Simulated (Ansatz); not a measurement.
Consider the ligand exchange at the Sn–O bond: `[CH3][SnH2][O]C=N` + HCl → `[CH3][SnH2][Cl]` + `N=CO`.

Gas-phase electronic energies from Ansatz, PBE0-D4/def2-TZVP geometries. CBS: MP2 limit from def2 TZ/QZ plus the TZ coupled-cluster correction, frozen cores. This one scheme is used for every species. DFT in def2-TZVPP. B3LYP here is the variant with VWN-RPA as its local correlation; programs differ in this. def2 core potentials past Kr. For Sn outer-core shells are correlated without core-valence functions, which leaves a few kJ/mol of doubt a bond. Each species was taken in one conformer, which may not be the lowest.

`[CH3][SnH2][O]C=N`:

Cartesian coordinates in Å:
```
C 0.755 1.528 0.746
Sn 1.145 -0.237 -0.374
O -0.222 -1.585 0.222
C -1.518 -1.430 -0.019
N -2.135 -0.566 -0.708
H 0.879 1.315 1.808
H -0.268 1.855 0.563
H 1.445 2.320 0.455
H 2.572 -1.057 0.047
H 0.969 -0.042 -2.061
H -2.107 -2.204 0.482
H -1.513 0.105 -1.160
```

HCl:

```xyz
2

Cl    0.355   -0.508    0.159
H    -0.355    0.508   -0.159
```

`[CH3][SnH2][Cl]`:

Cartesian coordinates in Å:
```
C -0.291 1.146 -0.018
Sn 0.373 -0.871 -0.136
Cl -0.904 -2.050 1.434
H -0.139 1.515 0.996
H 0.269 1.767 -0.718
H -1.352 1.191 -0.263
H 0.049 -1.612 -1.637
H 1.996 -1.086 0.342
```

`N=CO`:

Cartesian coordinates in Å:
```
N -0.219 0.650 -0.778
C -0.188 -0.187 0.161
O 0.946 -0.503 0.794
H -1.160 0.765 -1.138
H -1.027 -0.748 0.578
H 1.648 0.023 0.384
```

```
             level  ΔE (kJ/mol)  difference from CCSD(T)/CBS
            PBE-D4        -78.8                         -3.2
         r2SCAN-D4        -80.8                         -5.2
           PBE0-D4        -85.6                        -10.0
          B3LYP-D4        -79.2                         -3.6
           ωB97X-V        -81.6                         -6.0
           ωB97M-V        -82.9                         -7.3
            B2PLYP        -80.5                         -4.9
               PBE        -83.2                         -7.6
            r2SCAN        -82.3                         -6.7
              PBE0        -89.5                        -13.9
             B3LYP        -86.0                        -10.4
     HF/def2-TZVPP        -99.1                        -23.5
    MP2/def2-TZVPP        -75.0                          0.6
SCS-MP2/def2-TZVPP        -75.3                          0.3
   CCSD/def2-TZVPP        -77.0                         -1.4
CCSD(T)/def2-TZVPP        -72.6                          3.0
     HF/def2-QZVPP        -98.5                        -22.9
    MP2/def2-QZVPP        -76.5                         -0.9
SCS-MP2/def2-QZVPP        -77.1                         -1.5
      HF/CBS(def2)        -98.4                        -22.8
     MP2/CBS(def2)        -77.9                         -2.3
    CCSD/CBS(def2)        -79.9                         -4.3
       CCSD(T)/CBS        -75.6                            0
```

Largest T1 diagnostic among the species: 0.014.

From PBE to PBE0 (25 % exact exchange), in def2-TZVPP and without D4, ΔE moves by −6.4 kJ/mol. The D4 term adds +6.9 kJ/mol with B3LYP and +4.0 kJ/mol with PBE0; it sums over pairs of atoms, weighted by their polarisabilities, and B3LYP, whose exchange is more repulsive, gets the larger term. In def2-TZVPP, CCSD(T) changes the Hartree–Fock value by +26.5 kJ/mol (the triples alone add +4.4 kJ/mol) and MP2 by +24.1 kJ/mol.
